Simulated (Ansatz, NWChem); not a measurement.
## Worked example: the enthalpy of formation of C2H3Br (vinyl bromide)

The species is C2H3Br (6 atoms), meant as a singlet with charge 0. As SMILES, `C=CBr`. The shape is that of a PBE0-D4/def2-TZVP optimisation.

```xyz
6

C    -0.5505    0.2076   -0.4730
C     0.4182    0.0257    0.4032
Br    1.2019   -1.6494    0.7468
H    -0.9639   -0.6032   -1.0593
H    -0.9554    1.2026   -0.6196
H     0.8497    0.8166    1.0019
```

Total energies at B3LYP/aug-cc-pVDZ (NWChem 7.3.0); the atoms run unrestricted:

```
species    state   energy (Eh)
 C2H3Br  singlet  -2652.155744
      C  triplet    -37.854195
     Br  doublet  -2574.115942
      H  doublet     -0.501657
```

Harmonic wavenumbers at PBE0-D4/def2-TZVP, in cm⁻¹: 349, 607, 626, 940, 982, 1019, 1280, 1403, 1677, 3165, 3227, 3261.

Measured heats of formation of the gaseous atoms at 298.15 K, in kJ/mol: C 716.9, Br 111.9, H 218.0. Spin-orbit lowering of the atoms at 298 K (mean of the ground term's levels less their thermal mean, from spectra), in kJ/mol: C 0.02, Br 14.69. Take 1 Eh = 2625.50 kJ/mol, 1 cm⁻¹ = 0.0119627 kJ/mol, RT = 2.479 kJ/mol.

Question: Work out the heat of formation of the gas at 298 K.

Answer: 
1. Electronic atomisation energy: 2 × (-37.854195) + (-2574.115942) + 3 × (-0.501657) − (-2652.155744) = 0.826441 Eh = 2169.8 kJ/mol.
2. Zero-point energy: half the sum of the wavenumbers, 9268 cm⁻¹ = 110.9 kJ/mol.
3. Thermal vibrational enthalpy, Σ hcν̃/(exp(hcν̃/kT) − 1): 2.1 kJ/mol. Translation, rotation and pV of a non-linear molecule: 4 RT = 9.9 kJ/mol.
4. The 6 free atoms carry 5/2 RT each: 37.2 kJ/mol.
5. Spin-orbit coupling lowers the free atoms by 2 × 0.02 + 14.69 = 14.7 kJ/mol.
6. Atomisation enthalpy at 298 K: 2169.8 − 14.7 − 110.9 − 2.1 − 9.9 + 37.2 = 2069.4 kJ/mol.
7. Sum of the atoms' heats of formation: 2199.7 kJ/mol. Heat of formation: 2199.7 − 2069.4 = +130.3 kJ/mol.

The tabulated value is +73.7 kJ/mol (Active Thermochemical Tables), so this level is off by +56.6 kJ/mol, or 2.7 % of the atomisation enthalpy that the table implies (2125.9 kJ/mol). Relativity is left out. Anharmonicity and any spin-orbit splitting of the molecule are left out.
